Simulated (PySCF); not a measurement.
Property card for `C#CCc1ccncc1`

C8H7N.
Numbering: `[CH:1]#[C:2][CH2:3][c:4]1[cH:5][cH:6][n:7][cH:8][cH:9]1` (hydrogens: H10 on C1; H11, H12 on C3; H13 on C5; H14 on C6; H15 on C8; H16 on C9)

Geometry (GFN2-xTB, Å), atoms numbered from 1 in this order:
```
atom  x, y, z in Å
C1     3.1519    0.6085   -0.3744
C2     2.3066   -0.0785    0.1198
C3     1.2466   -0.8876    0.6951
C4    -0.0869   -0.3440    0.2538
C5    -0.7063   -0.8064   -0.9009
C6    -1.9188   -0.2496   -1.2749
N7    -2.5249    0.7055   -0.5913
C8    -1.9332    1.1492    0.5043
C9    -0.7217    0.6639    0.9695
H10    3.9082    1.1986   -0.7982
H11    1.3675   -1.9212    0.3593
H12    1.3275   -0.8573    1.7854
H13   -0.2521   -1.5838   -1.4971
H14   -2.4337   -0.5844   -2.1662
H15   -2.4593    1.9327    1.0344
H16   -0.2789    1.0632    1.8700
```

Among its groups: alkyne and pyridine-type ring nitrogen.

From GFN2-xTB geometry:

* Rotational constants A, B, C of the GFN2-xTB geometry: 3.912, 1.067, 0.986 GHz

PBE0/def2-SVPD ground state and vertical TDDFT (core frozen in the response) (PySCF):

* Dipole moment: 2.20 D
* HOMO energy: -7.39 eV
* LUMO energy: -0.90 eV
* HOMO–LUMO gap: 6.49 eV
* Lowest singlet excitation: 4.86 eV (255 nm, f = 0.006)
* Lowest triplet excitation (Tamm–Dancoff): 4.17 eV
* Static isotropic polarisability: 93.6 au
* Electronic spatial extent ⟨r²⟩ about the centre of nuclear charge: 1220 bohr²

**PBE0/pcSseg-1 ground state and GIAO shieldings, non-relativistic (PySCF)**

* Lowest Hirshfeld atomic charge: -0.17 e on N7
* Highest Hirshfeld atomic charge: +0.09 e on H10
* 13C chemical shifts (computed TMS as zero) by class: 156.5 (C6/C8), 152.5 (C4), 128.7 (C5/C9), 86.8 (C2), 79.9 (C1), 28.6 (C3) ppm
* 1H chemical shifts (computed TMS as zero) by class: 8.97 (H14/H15), 7.32 (H13/H16), 3.51 (H11/H12), 1.67 (H10) ppm
* Isotropic shieldings of nuclei other than C and H, by class: -89 (N7) ppm
* Mayer bond orders between heavy atoms: C1–C2 2.58, C2–C3 1.03, C3–C4 1.08, C4–C5 1.39, C5–C6 1.40, C6–N7 1.48, N7–C8 1.48, C8–C9 1.40, C9–C4 1.39

Monoisotopic mass from the formula: 117.0578 u.

The 6 singlets span 4.86 to 6.43 eV, and their oscillator strengths add up to 0.09. The rotational constants make it an asymmetric top with κ = (2B − A − C)/(A − C) = -0.94, nearer the prolate limit (−1). The polarisability is 13.87 Å³ as a volume (1 au = 0.148185 Å³), or 1.51 au for each of the 62 electrons. In atomic units the dipole is 0.87 e·bohr (1 au = 2.5417 D).

The structure is a single GFN2-xTB conformer in the gas phase; no vibrational or solvent corrections.
